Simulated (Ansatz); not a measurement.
Stepwise reaction of `C=C[SiH](Br)C=C` with hydrogen, as a gas-phase model of exchange steps in deposition or etching. ΔE in kJ/mol; ΔG adds harmonic PBE0-D4 terms to CCSD(T)/CBS, at 1 bar.

Isolated molecules relaxed with PBE0-D4/def2-TZVP in Ansatz; ΔE leaves out vibrations. CBS: MP2 limit from def2 TZ/QZ plus the TZ coupled-cluster correction, frozen cores. This one scheme is used for every species. Functionals use def2-TZVPP. B3LYP here is the variant with VWN-RPA as its local correlation; programs differ in this. For Br outer-core shells are correlated without core-valence functions, which leaves a few kJ/mol of doubt a bond. Scalar relativity is left out up to krypton. Each species was taken in one conformer, which may not be the lowest.

| step | reaction | PBE-D4 | B3LYP-D4 | ωB97M-V | CCSD(T)/CBS | ΔG(400 K) |
| --- | --- | --- | --- | --- | --- | --- |
| 1 | `C=C[SiH](Br)C=C` + H₂ → `C=C[SiH2]Br` + `C=C` | -6.2 | -10.8 | -10.8 | -8.9 | -9.8 |

Task: Give the row of step 2, `C=C[SiH2]Br` + H₂ → `[SiH3]Br` + `C=C`. (Estimate.)

Result: The calculation gave: 
```
step                                 reaction  PBE-D4  B3LYP-D4  ωB97M-V  CCSD(T)/CBS  ΔG(400 K)
   2  `C=C[SiH2]Br` + H₂ → `[SiH3]Br` + `C=C`    -8.0     -12.9    -13.0        -11.6       -7.8
```

Task: By hand: ΔE of the 2 steps together at CCSD(T)/CBS.

Result: (-8.9) + (-11.6) = -20.5 kJ/mol, or -10.2 kJ/mol a step.

In ΔE the steps differ by no more than 2.7 kJ/mol. All are downhill at CCSD(T)/CBS. ΔG lies between -9.8 and -7.8 kJ/mol a step. PBE-D4 differs from CCSD(T)/CBS by 2.7 to 3.6 kJ/mol a step. Isolated molecules leave out the surface, adducts and barriers. Largest T1 diagnostic: 0.011.
